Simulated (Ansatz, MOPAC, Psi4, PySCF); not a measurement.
Dimer: HF (SMILES F) (first 2 atoms) with HCl (SMILES Cl); geometry from B3LYP-D3(BJ)/def2-TZVP, rigid monomers moved along the line of their centres of mass till H2···Cl3 is 2.06 Å.
(charge 0, multiplicity 1):
```xyz
4

F     -0.01249    -0.08389    -0.13914
H      0.15444     0.13382     0.75091
Cl    -0.02166     0.44141     2.78182
H     -1.23632     0.02400     2.76300
```

Interaction energies are E(AB) − E(A) − E(B) at the monomers' geometry in the complex; basis-set methods are counterpoise corrected. Rows marked so take none.

Cores are frozen in the correlated methods. Rows in 6-31G* carry no dispersion term and start afresh at each structure (6-31G* with six Cartesian d functions). The state that PM3, PM7 reach isn't checked; PM7 holds dispersion and hydrogen-bond terms.

Codes used: Ansatz (an electronic-structure program) with Gaussian orbitals; MOPAC for PM3, PM7 (differences of heats of formation); Psi4 for SAPT; PySCF for 6-31G* rows, the dispersion terms. Values without a source in brackets are computed.

```csv
level,interaction energy (kcal/mol)
PM3,-1.84
PM7,1.22
PBE-D3(BJ)/def2-TZVPPD,-3.31
r2SCAN/def2-TZVPPD,-2.86
M06-2X/6-31G* (no counterpoise),-1.59
MP2/aug-cc-pV(T+d)Z,-1.89
CCSD/aug-cc-pV(T+d)Z,-1.39
CCSD(T)/aug-cc-pV(D+d)Z,-0.83
SAPT0/jun-cc-pV(D+d)Z,…
```

Task: Fill in the missing entries.

Result: 
- SAPT0/jun-cc-pV(D+d)Z, interaction energy (kcal/mol): -1.04
